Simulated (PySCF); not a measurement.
A PySCF script (with the pyscf-properties extension) for the NMR shieldings of SMILES CC[C@@H]1CP([SiH3])[C@@H]1C, C₆H₁₅PSi, on a PBE0-D3(BJ)/def2-SVP geometry:

```python
import basis_set_exchange as bse
import numpy as np
from pyscf import gto, dft
from pyscf.prop import nmr

atoms = """
C    -2.258701   -1.469395    0.093847
C    -1.588947   -0.169181   -0.323810
C    -0.071737   -0.238049   -0.244691
C     0.552264   -0.424444    1.150530
P     2.026150    0.668356    0.689217
Si    3.319977   -0.860055   -0.360360
C     0.742957    1.010364   -0.679313
C     0.075470    2.358716   -0.466492
H    -3.355386   -1.395190    0.042633
H    -1.949153   -2.304319   -0.554551
H    -1.994207   -1.741508    1.128055
H    -1.881820    0.088125   -1.356823
H    -1.954462    0.655892    0.311414
H     0.263283   -1.080029   -0.873836
H    -0.023137    0.080721    1.944328
H     0.747843   -1.456207    1.477172
H     2.563991   -1.825954   -1.222041
H     4.067422   -1.639867    0.674390
H     4.305428   -0.133510   -1.219331
H     1.121592    0.946230   -1.711983
H     0.783119    3.176719   -0.667970
H    -0.789433    2.487818   -1.137402
H    -0.281542    2.483980    0.568237
"""
names = dict.fromkeys(["C", "P", "Si", "H"], "pcSseg-1")
basis = {el: gto.basis.parse(bse.get_basis(n, elements=[el], fmt="nwchem")) for el, n in names.items()}
mol = gto.M(atom=atoms, basis=basis, charge=0, verbose=0)
mf = dft.RKS(mol, xc="B3LYP")
mf.grids.level = 2
mf.grids.alignment = dft.numint.BLKSIZE   # the property module wants whole blocks of grid points
mf.conv_tol = 1e-9
mf.kernel()

calc = nmr.RKS(mf)   # GIAO
C = mf.mo_coeff
Co = C[:, mf.mo_occ > 0]
resp = mf.gen_response(singlet=True, hermi=2)
def vind(x):   # induced exchange potential for any number of trial vectors
    d = np.einsum("pi,xij,qj->xpq", C, 2 * x.reshape(-1, C.shape[1], Co.shape[1]), Co, optimize=True)
    return np.einsum("xpq,pi,qj->xij", resp(d - d.transpose(0, 2, 1)), C, Co, optimize=True).ravel()
mo1, _ = nmr.rhf.solve_mo1(calc, with_cphf=vind)
sigma = calc.kernel(mo1)
for i, s in enumerate(sigma):   # ppm
    w = np.linalg.eigvalsh((s + s.T) / 2)
    print("%2d %-2s iso %8.1f  s11 %8.1f  s22 %8.1f  s33 %8.1f" % (i, mol.atom_pure_symbol(i), w.mean(), *w))
```

Problem. What does it print?

Solution. 
```
 0 C  iso    167.1  s11    153.3  s22    166.9  s33    181.1
 1 C  iso    148.8  s11    138.6  s22    144.5  s33    163.2
 2 C  iso    133.1  s11    103.8  s22    139.7  s33    155.8
 3 C  iso    158.7  s11    138.1  s22    157.1  s33    181.0
 4 P  iso    378.6  s11    227.6  s22    393.3  s33    514.8
 5 Si iso    405.4  s11    368.7  s22    390.7  s33    456.7
 6 C  iso    146.8  s11    133.0  s22    144.8  s33    162.6
 7 C  iso    160.8  s11    147.9  s22    159.5  s33    174.8
 8 H  iso     30.4  s11     25.7  s22     27.5  s33     37.9
 9 H  iso     30.8  s11     26.4  s22     29.0  s33     37.0
10 H  iso     30.5  s11     25.8  s22     30.4  s33     35.3
11 H  iso     30.3  s11     25.3  s22     29.8  s33     35.7
12 H  iso     30.1  s11     25.1  s22     31.7  s33     33.4
13 H  iso     28.3  s11     24.7  s22     29.3  s33     31.0
14 H  iso     29.7  s11     26.8  s22     28.4  s33     33.8
15 H  iso     29.8  s11     25.8  s22     28.4  s33     35.1
16 H  iso     27.0  s11     22.9  s22     26.8  s33     31.2
17 H  iso     27.4  s11     24.3  s22     24.9  s33     32.9
18 H  iso     27.4  s11     24.2  s22     25.1  s33     32.8
19 H  iso     29.5  s11     24.3  s22     30.1  s33     33.9
20 H  iso     30.2  s11     25.9  s22     27.9  s33     36.9
21 H  iso     30.0  s11     25.1  s22     28.2  s33     36.6
22 H  iso     30.0  s11     26.9  s22     28.9  s33     34.3
```

These numbers come from an equivalent density-fitted implementation of the same equations, which agrees with the script to about 0.01 ppm for H and up to a few tenths of a ppm for heavy atoms, so last digits may differ.

Size and cost of the density-fitted run: 225 basis functions, 48 s wall time on 1 thread of an Arm Neoverse V1, shared host; peak memory 1.2 GiB.
